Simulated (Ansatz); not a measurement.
One change: `[SbH2][O]C1=CC1` becomes `CC1=CC1`.

Ansatz, PBE0-D4/def2-TZVP geometries, multiplicity 1. Each molecule was computed in one conformer, which needn't be the lowest.

Elements past krypton have def2 core potentials.  Spin–orbit coupling is left out; it splits and shifts lone-pair levels of the heavy atoms by tenths of an eV.

| property | `[SbH2][O]C1=CC1` |
| --- | --- |
| HOMO–LUMO gap (PBE0/def2-TZVPP) / eV | 4.69 |
| HOMO energy (PBE0/def2-TZVPP) / eV | -6.23 |
| LUMO energy (PBE0/def2-TZVPP) / eV | -1.55 |
| LUMO energy (PBE/def2-TZVPP) / eV | -2.35 |
| HOMO–LUMO gap (B3LYP/def2-TZVPP) / eV | 4.24 |
| HOMO energy (PBE/def2-TZVPP) / eV | -5.11 |

Task: Give the same properties after the change, and the shifts. (An estimate is asked.)

Result: Ansatz gave: 
```tsv
property	`CC1=CC1`	shift
HOMO–LUMO gap (PBE0/def2-TZVPP) / eV	7.35	2.66
HOMO energy (PBE0/def2-TZVPP) / eV	-6.82	-0.59
LUMO energy (PBE0/def2-TZVPP) / eV	0.54	2.09
LUMO energy (PBE/def2-TZVPP) / eV	-0.54	1.81
HOMO–LUMO gap (B3LYP/def2-TZVPP) / eV	6.90	2.66
HOMO energy (PBE/def2-TZVPP) / eV	-5.69	-0.58
```

With PBE0 the HOMO falls by 0.59 eV and the LUMO rises by 2.09 eV, so the gap widens by about 2.68 eV. PBE moves the HOMO by -0.58 eV and ωB97M-V by -0.63 eV.

Positive LUMOs are unbound, so they and the gaps depend on the basis.

B3LYP here is the variant with VWN-RPA as its local correlation; programs differ in this.
